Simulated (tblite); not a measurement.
Species: C7H16FNSi.
Cartesian coordinates in Å at the GFN2-xTB level; atoms count from 1:
```xyz
26
C7H16FNSi angstrom
C      2.6580   -0.0116   -0.2388
C      1.4886   -0.3797    0.6691
C      0.0920   -0.1883    0.0512
C     -0.1258    1.2294   -0.5114
C      0.1553    2.3766    0.4525
C     -0.9807   -0.5443    1.0964
C     -2.2620   -0.9879    0.4036
F     -3.0773    0.1151    0.1544
Si    -1.6792   -1.7684   -1.2447
N     -0.0970   -1.1664   -1.0166
H      3.5952   -0.2189    0.2735
H      2.6427   -0.5968   -1.1556
H      2.6437    1.0423   -0.5022
H      1.5451    0.2076    1.5872
H      1.5805   -1.4332    0.9441
H     -1.1643    1.2927   -0.8403
H      0.5008    1.3451   -1.3991
H     -0.4855    2.3202    1.3286
H      1.1905    2.3811    0.7833
H     -0.0445    3.3231   -0.0456
H     -1.1759    0.2934    1.7652
H     -0.6221   -1.3848    1.6921
H     -2.8583   -1.6284    1.0580
H     -2.4718   -1.2308   -2.3518
H     -1.6802   -3.2318   -1.2099
H      0.6113   -1.1324   -1.7302
```

Method: GFN2-xTB as coded in tblite; computed harmonic values from a numerical Hessian at the method's own geometry, unscaled. The method is semi-empirical: single wavenumbers can be off by several per cent or more. Modes of hydrogen on silicon can be 10 to 20 % off. One conformer, not necessarily the lowest.

Harmonic wavenumbers (cm⁻¹): 65.2, 74.9, 114.0, 133.2, 188.6, 208.8, 225.5, 255.7, 293.6, 315.9, 335.9, 348.7, 414.9, 445.5, 449.2, 504.9, 512.1, 543.2, 597.7, 663.0, 713.6, 778.2, 794.0, 801.3, 830.3, 870.5, 920.0, 962.2, 980.0, 1027.1, 1040.7, 1058.0, 1067.8, 1093.6, 1094.4, 1134.3, 1155.7, 1173.1, 1195.8, 1234.2, 1256.8, 1275.9, 1289.2, 1312.4, 1333.9, 1346.6, 1357.1, 1412.0, 1418.9, 1457.9, 1482.3, 1491.1, 1503.1, 1511.3, 1511.8, 1513.8, 2244.6, 2270.1, 2943.4, 2966.8, 2969.4, 2986.0, 2989.5, 3000.6, 3003.7, 3027.1, 3030.4, 3034.3, 3041.0, 3047.1, 3050.4, 3483.7.

A = 1612, B = 885.5, C = 699.5 MHz; mass 161.104 u (most abundant isotopes); point group C1, symmetry number 1.

Task: What is the zero-point energy?

Result: ½Σν̃ = 48089 cm⁻¹ = 575.27 kJ/mol.

Task: What is S at 273.15 K and 1 bar for an ideal gas of classical rigid rotors and harmonic oscillators?

Result: Translation 170.42, rotation 125.08, vibration 133.01: S = 428.5 J/(mol K).

Task: And Cp and H(273.15 K) − H(0)?

Result: Cp = 190.78 J/(mol K), of which vibrations give 157.52 (their classical limit is 72 R = 598.6); H(273.15 K) − H(0) = 29.68 kJ/mol without the zero-point energy, 20.59 from vibrations.

Task: Blend soft modes into free rotors: weight 1/[1 + (100 cm⁻¹/ν̃)⁴] for the oscillator and the rest for a rotor with moment μB/(μ + B), μ = h/(8π²ν), B = 10⁻⁴⁴ kg m². What vibrational entropy results?

Result: 126.54 J/(mol K) in place of 133.01, which changes −T·S at 273.15 K by +1.76 kJ/mol.

Task: What must be added to the electronic energy to get the Gibbs energy at 273.15 K and 1 bar?

Result: ZPE + [H(273.15 K) − H(0)] − T·S = 575.27 + 29.68 − 117.04 = 487.91 kJ/mol.

Hindered rotation and anharmonicity are outside this model. Other conformers, if any are populated, would add a mixing term that is left out. The structure is chiral; the term R ln 2 for an equal mix with its mirror image is left out.

The run took 1.3 s wall on Arm Neoverse V2, one thread (shared host). The figure is for the frequency step alone.
